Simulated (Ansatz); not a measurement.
Two structures, one formula

The two ends of one reaction step of SiH₆ClOF, singlet (PBE0-D4/def2-TZVP).

A:

```csv
atom,x (Å),y (Å),z (Å)
Si1,-1.2254,0.3806,-1.3339
H2,-0.0795,0.4818,-2.2609
H3,-2.4548,-0.0284,-2.0537
H4,-1.4477,1.6265,-0.5725
Cl5,1.8462,1.5596,0.4055
H6,0.2240,-1.1297,1.2660
F7,-0.9109,-0.8053,-0.2772
H8,1.5553,-1.6658,1.8262
O9,0.9509,-0.9204,1.8668
H10,1.5419,0.5012,1.1335
```

B:

Si1  (-1.038, 1.205, -0.394)
H2  (1.170, -2.581, -1.637)
H3  (-0.492, 0.152, -1.260)
H4  (-2.078, 2.023, -1.050)
Cl5  (0.446, 2.483, 0.195)
H6  (0.189, -0.795, 1.749)
F7  (-1.712, 0.565, 0.903)
H8  (1.129, -2.196, -0.997)
O9  (0.879, -0.752, 1.082)
H10  (1.507, -0.104, 1.409)
(Å)

Computed with Ansatz 0.2.0 (basis: def2-TZVPP); correlated methods freeze the cores. B3LYP uses VWN-RPA correlation.

(1) Which structure is lower at CCSD(T), and by how much? (An estimate is asked for; the value comes from the calculation.)

T1 diagnostic: at most 0.010.

Answers

(1) The calculation gives: B, by 0.576 eV (electronic energy, against the other). By their contacts, A is a complex of SiH₃F ([F][SiH3]) + HCl + H₂O and B is a complex of SiH₂ClF ([F][SiH2][Cl]) + H₂O + H₂.

All methods give the same order:

| method | E(B) − E(A) (eV) |
| --- | --- |
| SPW92 | -0.370 |
| PBE-D4 | -0.535 |
| BLYP-D4 | -0.550 |
| r2SCAN-D4 | -0.617 |
| B97M-V | -0.619 |
| PBE0-D4 | -0.550 |
| B3LYP-D4 | -0.549 |
| r2SCAN0-D4 | -0.611 |
| BHLYP-D4 | -0.565 |
| CAM-B3LYP-D4 | -0.511 |
| wB97X-V | -0.589 |
| wB97M-V | -0.626 |
| B2PLYP | -0.566 |
| PBE-QIDH | -0.590 |
| RPA on PBE | -0.556 |
| HF | -0.607 |
| MP2 | -0.634 |
| CCSD | -0.566 |
| CCSD(T) | -0.576 |

Labels in which every atom is bracketed show which atoms are joined, not bond orders.

For scale, one of the runs: CCSD(T)/def2-TZVPP, 230 basis functions, launched by `ansatz run in.yaml --threads 4 --pin off --events-out ev --progress --plain --max-ram 9574MiB`. Time: 100 s of wall clock on 4 CPU threads of an Arm Neoverse V1; the host was shared. Peak host memory: 3.9 GiB.
